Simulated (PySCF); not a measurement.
# Working with the constants of RuO⁻

ROHF-CCSD(T) constants of RuO⁻, ⁴Δ (quartet), unpaired electrons π ↑↑, δ ↑ (PySCF, scalar-relativistic core potentials, basis sets Ru def2-TZVPPD with ECP28, O def2-TZVPPD; masses 101.9043 and 15.9949 u):

* ωe: 879.6 cm⁻¹
* ωexe: 4.28 cm⁻¹
* Be: 0.40972 cm⁻¹
* αe: 0.00247 cm⁻¹
* D (centrifugal): 3.56e-07 cm⁻¹

(1) Give the vibrational terms G(v) and spacings up to v = 6.

Correlated steps freeze 1 core orbital. Spin–orbit coupling is left out, which matters for elements this heavy, above all for dissociation energies. The CCSD T1 diagnostic is raised, a sign that a single reference may not be enough here. With d or f electrons several states lie close, and the lowest PBE0 determinant need not be the measured ground state.

## Answers

(1) G(v) = ωe(v+½) − ωexe(v+½)².

```
v  G(v) (cm⁻¹)  G(v) − G(v−1)  Bv (cm⁻¹)
0        438.7                    0.4085
1       1309.8          871.0     0.4060
2       2172.2          862.5     0.4035
3       3026.2          853.9     0.4011
4       3871.5          845.4     0.3986
5       4708.3          836.8     0.3961
6       5536.6          828.2     0.3937
```
